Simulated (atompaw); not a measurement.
# LDA (PW92) PAW (atompaw) dataset for bismuth, non-relativistic all-electron reference.

* Element: Bi
* Generator: atompaw 4.2.0.5
* Type: PAW
* Functional: LDA (PW92)
* Relativity: non-relativistic
* Frozen core: [Xe]
* Valence charge: 29
* Reference configuration: 4f14 5d10 6s2 6p3
* Partial waves: 6s (bound): rc 1.95 bohr; 6s channel at 3 Ry: rc 2.25 bohr; 6p (bound): rc 2.25 bohr; 6p channel at 0.85 Ry: rc 2.25 bohr; 5d (bound): rc 1.10 bohr; 5d channel at 1.25 Ry: rc 2.25 bohr; 4f (bound): rc 0.50 bohr; 4f channel at -11.75 Ry: rc 0.50 bohr
* Local potential: troulliermartins scheme with l = 4 at -0.5 Ry, radius 2.05 bohr
* Core correction: smooth core density matched at 2.10 bohr
* Augmentation charge: besselshape compensation charge, radius 2.20 bohr; PAW radius 2.25 bohr; waves and projectors: custom rrkj vanderbiltortho

Poles of the logarithmic derivatives, all-electron (AE) and pseudo (PS). s: poles at -9.2, 2.4 (AE) and 2.4 (PS) Ry. p: poles at -6.5, 3.9 (AE) and 3.9 (PS) Ry. d: poles at -2.0 (AE) and -2.0, 3.7 (PS) Ry. f: poles at -12.8, 3.1 (AE) and -12.8, 4.0 (PS) Ry. Test radius 2.25 bohr.

* Ghost test: ghost state, extra bound levels that the all-electron valence spectrum of the same l lacks: s at -343.5 eV (other channels not judged); a true bound ghost makes a file unfit for plane-wave use (spherical-Bessel basis up to 400 Ry, 20 bohr box)
* Lowest eigenvalue of the overlap operator: 0.09 (s channel)
* Overlap eigenvalues printed by atompaw (projector basis): 0.00791, 0.499, 0.548, 1.65, 161, 688, 1.33e+03, 3.91e+04
* Share of each valence orbital outside the PAW sphere: 6s 55 %, 6p 76 %, 5d 3 %, 4f 0 %
